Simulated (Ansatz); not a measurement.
A structure relaxed at PBE-D4/def2-SVP in Ansatz, charge 0, singlet:

Cartesian coordinates in Å:
```
Li 1.6553 -0.7893 3.3259
F 1.5215 -0.9043 1.5251
Li 1.0527 -0.7749 -0.2280
F 0.8155 -0.8168 -2.0314
Li 0.2527 -0.6156 -3.7392
F 1.4987 1.0132 3.4744
Li 1.1395 1.0577 1.6672
F 0.8444 1.1873 -0.1385
Li 0.4268 1.1458 -1.9240
F 0.0683 1.1904 -3.7313
F -0.0683 -1.1904 3.7313
Li -0.4267 -1.1460 1.9239
F -0.8444 -1.1872 0.1384
Li -1.1398 -1.0575 -1.6671
F -1.4987 -1.0133 -3.4743
Li -0.2527 0.6155 3.7393
F -0.8154 0.8169 2.0313
Li -1.0527 0.7749 0.2280
F -1.5215 0.9043 -1.5251
Li -1.6553 0.7894 -3.3260
```

Question: Give its formula and point group.

Answer: Li₁₀F₁₀. Point group D2h (tolerance 0.1 Å).

Question: Summarise the bond lengths by kind (pairs closer than 1.2 times the sum of covalent radii, bridged metal pairs left out).

Answer: 36 × F–Li 1.81 to 2.00 Å.
